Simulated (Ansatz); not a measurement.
Stepwise reaction of `N[SiH](N)S` with hydrogen, as a gas-phase model of exchange steps in deposition or etching. ΔE in kJ/mol; ΔG adds harmonic PBE0-D4 terms to CCSD(T)/CBS, at 1 bar.

Calculated with Ansatz (gas phase, PBE0-D4/def2-TZVP geometries, no zero-point term in ΔE). CCSD(T)/CBS adds triple-zeta CCSD(T) − MP2 to the extrapolated MP2 energy (def2 sets, frozen cores). This one scheme is used for every species. DFT in def2-TZVPP. B3LYP here is the variant with VWN-RPA as its local correlation; programs differ in this. Each species was taken in one conformer, which may not be the lowest.

| step | reaction | PBE-D4 | B3LYP-D4 | ωB97M-V | CCSD(T)/CBS | ΔG(600 K) |
| --- | --- | --- | --- | --- | --- | --- |
| 2 | `N[SiH2]S` + H₂ → `[SiH3]S` + NH₃ | 31.4 | 34.0 | 34.5 | 34.1 | 36.7 |

**Question.** Give the row of step 1, `N[SiH](N)S` + H₂ → `N[SiH2]S` + NH₃. (Best estimate.)

**Answer.** Ansatz gave: 
| step | reaction | PBE-D4 | B3LYP-D4 | ωB97M-V | CCSD(T)/CBS | ΔG(600 K) |
| --- | --- | --- | --- | --- | --- | --- |
| 1 | `N[SiH](N)S` + H₂ → `N[SiH2]S` + NH₃ | 48.7 | 51.1 | 52.2 | 51.8 | 41.7 |

**Question.** By hand: ΔE of the 2 steps together at CCSD(T)/CBS.

**Answer.** (51.8) + (34.1) = 85.9 kJ/mol, or 43.0 kJ/mol a step.

In ΔE each step is lower than the one before. All are uphill at CCSD(T)/CBS. ΔG lies between 36.7 and 41.7 kJ/mol a step. PBE-D4 differs from CCSD(T)/CBS by -3.1 to -2.7 kJ/mol a step. Isolated molecules leave out the surface, adducts and barriers. Largest T1 diagnostic: 0.011.
